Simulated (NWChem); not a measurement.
# CH7NO2Si; SMILES CN[SiH](O)O

```xyz
12

Si     0.1994     0.4363    -0.2006
O      1.2529     1.2762     0.7812
O     -1.1049     1.4561    -0.2880
N     -0.2391    -1.0970     0.4207
C     -0.2312    -2.3511    -0.2919
H      0.7935     0.1588    -1.5385
H      2.0509     0.8083     1.0417
H     -0.9098     2.3726    -0.0696
H     -0.7295    -1.1290     1.3085
H     -1.2458    -2.7317    -0.5110
H      0.3093    -3.1437     0.2566
H      0.2788    -2.2268    -1.2596
```
Atoms are numbered in this order, from 1.

Results from NWChem. Pople sets run with spherical d functions. Geometry: optimised at PBE0/def2-SVP. Not confirmed as a minimum by frequencies. Absolute isotropic GIAO shieldings of the H sites, static isolated molecule, three-fold rotors averaged.

```csv
row,"σ, KT2/pcSseg-1 (ppm)","σ, B3LYP/6-311G** (ppm)"
H6,26.35,27.14
H10 (rotor mean),28.48,withheld
H8,29.86,30.70
H7,30.13,30.88
H9,30.59,31.31
```

Problem. Fit a straight line of the last column on the one before it, predict the withheld value, and compare with the run.

Solution. 
1. Means of the 4 shown rows: x = 29.233, y = 30.008. Slope Σ(x − x̄)(y − ȳ)/Σ(x − x̄)² = 11.25/11.35 = 0.9912; intercept 1.032.
2. The shown rows scatter about the line by 0.043 (root mean square); the largest residual is +0.07, at H8.
3. At x = 28.48 (H10 (rotor mean); inside the shown range) the line gives 29.26.
4. The run gives 29.14, -0.12 from the line, 2.8 times the scatter.
